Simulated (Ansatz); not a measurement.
`C[O][Hf]([Cl])([Cl])[Cl]` and `C[O][Ti]([Cl])([Cl])[Cl]` differ in one element.

Ansatz, PBE0-D4/def2-TZVP geometries, multiplicity 1. Each molecule was computed in one conformer, which needn't be the lowest.

Elements past krypton have def2 core potentials. Scalar relativity is left out up to krypton.

| property | `C[O][Hf]([Cl])([Cl])[Cl]` |
| --- | --- |
| LUMO energy (ωB97M-V/def2-TZVPP) / eV | 0.80 |
| HOMO energy (PBE0/def2-TZVPP) / eV | -9.13 |
| size of the dipole moment (ωB97M-V/def2-TZVPP) / D | 3.21 |
| LUMO energy (PBE0/def2-TZVPP) / eV | -1.28 |
| HOMO–LUMO gap (PBE0/def2-TZVPP) / eV | 7.85 |
| LUMO energy (B3LYP/def2-TZVPP) / eV | -1.48 |

**Question.** Give the same properties after the change, and the shifts. (An estimate is asked.)

**Answer.** The calculation gave: 
```
                                          property  `C[O][Ti]([Cl])([Cl])[Cl]`  shift
             LUMO energy (ωB97M-V/def2-TZVPP) / eV                       -0.78  -1.58
                HOMO energy (PBE0/def2-TZVPP) / eV                       -9.06   0.07
size of the dipole moment (ωB97M-V/def2-TZVPP) / D                        3.68   0.47
                LUMO energy (PBE0/def2-TZVPP) / eV                       -2.91  -1.63
              HOMO–LUMO gap (PBE0/def2-TZVPP) / eV                        6.16  -1.69
               LUMO energy (B3LYP/def2-TZVPP) / eV                       -3.13  -1.65
```

With PBE0 the HOMO rises by 0.07 eV and the LUMO falls by 1.63 eV, so the gap narrows by about 1.70 eV. PBE moves the HOMO by -0.01 eV and ωB97M-V by 0.17 eV. Dipoles are sizes alone; their direction can turn.

B3LYP here is the variant with VWN-RPA as its local correlation; programs differ in this.
